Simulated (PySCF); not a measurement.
# Two-component Hartree-Fock for C²⁺ (carbon, charge +2)

Start: [He] 2s2. Calculated with PySCF 2.14 in x2c-TZVPall-2c (5s3p2d1f, 31 functions): generalised Hartree-Fock with the X2C-1e Hamiltonian and a Gaussian nucleus; one run each with spin-orbit coupling (SO) switched off, then screened by Boettger's factors.

| spinor shell | electrons | ε, spin-free (eV) | ε, screened SO (eV) | weight of nominal j (screened SO) | rms radius, screened SO (bohr) |
| --- | --- | --- | --- | --- | --- |
| 1s1/2 | 2 | -344.40 | -344.40 | 1.000 | 0.310 |
| 2s1/2 | 2 | -46.111 | -46.111 | 1.000 | 1.49 |

```json
{"quantity": "E (hartree)", "spin-free": "-36.42257", "screened SO": "-36.42257"}
{"quantity": "M_J", "spin-free": "0", "screened SO": "0"}
{"quantity": "⟨J²⟩", "spin-free": "0.000", "screened SO": "0.000"}
{"quantity": "⟨L²⟩", "spin-free": "0.000", "screened SO": "0.000"}
{"quantity": "⟨S²⟩", "spin-free": "0.000", "screened SO": "0.000"}
```

Without spin-orbit coupling the j labels of p, d and f shells carry no meaning; the spin-free column gives the mean over the occupied spinors of each nl shell.
